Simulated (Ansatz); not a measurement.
Cost and result up the ladder for (KSH)4 ring (K4H4S4) (12 atoms). Charge 0, multiplicity 1. Geometry: r2SCAN-D4/def2-SVP.

| atom | x (Å) | y (Å) | z (Å) |
| --- | --- | --- | --- |
| K1 | -2.3872 | 2.7083 | 1.0916 |
| K2 | -1.5994 | -2.3778 | 2.4429 |
| K3 | 2.3738 | -2.6995 | -1.0880 |
| K4 | 1.5833 | 2.3837 | -2.4413 |
| S5 | -3.0208 | 0.2654 | 2.7433 |
| S6 | 0.6007 | -3.8913 | 1.0410 |
| S7 | 3.0460 | -0.2409 | -2.6999 |
| S8 | -0.6459 | 3.8847 | -1.0720 |
| H9 | -2.4707 | 0.6604 | 3.9143 |
| H10 | 1.4955 | -3.9420 | 2.0541 |
| H11 | 2.5696 | -0.6343 | -3.9032 |
| H12 | -1.5450 | 3.8834 | -2.0828 |

Ansatz on 4 threads of Arm Neoverse V1 on a shared host. Times are rough, and most runs start from the orbitals of an earlier one. PBE0-D4/def2-TZVP serves as the yardstick here, not as an exact answer. Differences are given only for rows in sets of like size (and for xTB, whose basis is part of the method), since another set adds its own error. Binding counts from free atoms at the same level (K doublet, S triplet, H doublet; other spins of the atoms weren't run), without zero-point energy or a counterpoise term.

Correlated methods freeze 40 core orbitals; core or outer-core shells of K are correlated, in sets that lack core-valence functions. Another isomer (singlet) lies 1.14 eV lower at PBE0-D4/def2-TZVP; other spin states weren't run for this one.

Correlated methods converge slowly with the basis.

| level | functions | binding energy per atom (eV) | difference from PBE0-D4/def2-TZVP (eV) |
| --- | --- | --- | --- |
| PBE0-D4/def2-SVP | 188 | 2.59 | – |
| r2SCAN-D4/def2-TZVP | 304 | 2.63 | 0.05 |
| PBE0-D4/def2-TZVP | 304 | 2.58 | 0.00 |
| PBE-D4/def2-TZVP (with forces) | 304 | 2.61 | 0.02 |
| HF/def2-TZVP | 304 | 1.84 | -0.74 |
| HF/STO-3G | 92 | 2.09 | – |
| PBE-D4/def2-SVP | 188 | 2.61 | – |
| MP2/def2-TZVP | 304 | 2.50 | -0.09 |

(1) Estimate how long each takes.

Results:

(1) HF/STO-3G 0.7 s; PBE-D4/def2-SVP 4.9 s; PBE0-D4/def2-SVP 7 s; PBE-D4/def2-TZVP (with forces) 9 s; MP2/def2-TZVP 15 s; HF/def2-TZVP 15 s; r2SCAN-D4/def2-TZVP 18 s; PBE0-D4/def2-TZVP 23 s. On shared hardware such times vary by a factor of up to 3.
